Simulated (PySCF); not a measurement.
Species: C5H12O2Si2.
Cartesian coordinates in Å at the GFN2-xTB level; atoms count from 1:
```xyz
21
C5H12O2Si2 angstrom
C      2.7501    0.7104   -0.0181
C      1.7535    0.1128    0.9768
C      0.5726   -0.4731    0.2617
C     -0.6067    0.1511    0.0880
O     -0.7394    1.4313    0.5954
C     -2.0539    1.8955    0.7355
Si    -1.8865   -0.8132   -0.9182
Si    -0.3515   -2.5099   -1.1266
O      0.7967   -1.7134   -0.2555
H      3.6125    1.1139    0.5074
H      3.0901   -0.0536   -0.7138
H      2.2780    1.5110   -0.5825
H      2.2432   -0.6768    1.5515
H      1.3975    0.8889    1.6554
H     -1.9768    2.9211    1.0943
H     -2.6165    1.2987    1.4621
H     -2.5889    1.8837   -0.2205
H     -3.1075   -1.0487   -0.1341
H     -2.2860   -0.0724   -2.1240
H      0.2724   -2.7725   -2.4234
H     -0.5616   -3.7681   -0.4119
```

NICS = −σ at a ghost point: NICS(0) at the centroid of the ring atoms, NICS(1) 1 Å to either side along the normal of their mean plane, zz for the tensor component along that normal. Level: GIAO PBE0/pcSseg-1 (PySCF, non-relativistic, gas phase) on the GFN2-xTB geometry, one conformer.

Ring bond lengths (Å), with Mayer bond orders in brackets: C3–C4 1.346 (1.71), C4–Si7 1.892 (0.91), Si7–Si8 2.297 (0.93), Si8–O9 1.647 (0.90), O9–C3 1.362 (0.95).

Give the NICS values of each ring in ppm.

```tsv
ring	type	NICS(0)	NICS(1), two faces	NICS(1)zz, two faces	rms pucker (Å)	centre to ring atoms, mean (Å)
C3–C4–Si7–Si8–O9	5-membered ring with O and 2 Si; formal bonds 1 double, 4 single	-4.6	-2.7 / -2.8	0.1 / 0.3	0.00	1.44
```

What can be read from them?

- C3–C4–Si7–Si8–O9: mean NICS(1)zz 0.2 ppm, near zero. Si7, Si8 have four or more neighbours; no verdict on aromaticity is drawn.

What are the shieldings of the ring atoms and their hydrogens in the same run (means over atoms taken as equivalent)?

```json
{"atoms": "C3", "environment": "vinylic carbon bearing oxygen", "σ isotropic (ppm)": "18.7", "principal values of the symmetric part, first atom (ppm)": "-94.4, 57.1, 93.5"}
{"atoms": "C4", "environment": "vinylic carbon bearing oxygen", "σ isotropic (ppm)": "46.4", "principal values of the symmetric part, first atom (ppm)": "-21.4, 77.2, 83.4"}
{"atoms": "Si7", "environment": "SiH2 silicon", "σ isotropic (ppm)": "442.6", "principal values of the symmetric part, first atom (ppm)": "426.4, 431.4, 469.9"}
{"atoms": "Si8", "environment": "oxygen-bound silicon", "σ isotropic (ppm)": "367.5", "principal values of the symmetric part, first atom (ppm)": "310.0, 339.2, 453.2"}
{"atoms": "O9", "environment": "silyl ether oxygen", "σ isotropic (ppm)": "261.0", "principal values of the symmetric part, first atom (ppm)": "224.7, 258.9, 299.4"}
{"atoms": "H18 (×2)", "environment": "Si–H hydrogen", "σ isotropic (ppm)": "27.05", "principal values of the symmetric part, first atom (ppm)": "23.6, 25.2, 32.6"}
{"atoms": "H20 (×2)", "environment": "Si–H hydrogen", "σ isotropic (ppm)": "26.39", "principal values of the symmetric part, first atom (ppm)": "22.6, 24.9, 31.7"}
```

On one thread of an Arm Neoverse N1, no GPU (shared host), this took 95 s of wall time and 1.1 GiB of memory at its peak. This is the whole shielding run at PBE0/pcSseg-1, SCF included.
